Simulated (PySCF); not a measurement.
Bonds (- single, = double, # triple, : aromatic): C1-C2 1.518 Å, C2-C3 1.556 Å, C3-Si4 1.894 Å, Si4-C5 1.894 Å, C5-C2 1.556 Å. C1 carries H6, H7, H8; C2 carries H9; C3 carries H10, H11; Si4 carries H12, H13; C5 carries H14, H15. H11, H13, H15 are cis to C1 on the ring; H10, H12, H14 are trans to C1 on the ring.

Geometry: PBE0-D3(BJ)/def2-SVP; GIAO shifts from PySCF, gas phase, non-relativistic, averaged over equivalent atoms.

At B3LYP/pcSseg-1 (142 basis functions, 10 s wall time on 1 thread of an Arm Neoverse V2, shared host):
```
   atoms  δ (ppm)
      C2     36.3
      C1     30.0
   C3/C5     20.3
     Si4    -43.1
     H13     4.64
     H12     4.48
      H9     2.38
H6/H7/H8     1.19
 H10/H14     1.17
 H11/H15     0.78
```

Referencing at the same level of theory: TMS for $^{13}$C (σ = 179.24 ppm) and $^{29}$Si (σ = 337.86 ppm) and $^{1}$H (σ = 31.38 ppm).

What do these become at PBE0/pcSseg-1?

Answers


| atoms | δ at PBE0/pcSseg-1 | change |
| --- | --- | --- |
| C2 | 34.0 | -2.3 |
| C1 | 29.3 | -0.7 |
| C3/C5 | 19.1 | -1.2 |
| Si4 | -41.2 | +1.9 |
| H13 | 4.69 | +0.05 |
| H12 | 4.58 | +0.10 |
| H9 | 2.38 | +0.00 |
| H6/H7/H8 | 1.17 | -0.02 |
| H10/H14 | 1.17 | +0.00 |
| H11/H15 | 0.81 | +0.03 |

δ = σ(ref) − σ, references computed at the same level: TMS for $^{13}$C (184.41 ppm) and $^{29}$Si (351.99 ppm) and $^{1}$H (31.27 ppm).

The largest change is at C2 (sp3 CH in a ring). Cost: 142 basis functions, 9.8 s wall time on 1 thread of an Arm Neoverse V2, shared host. The order of the carbon signals is the same at both levels.
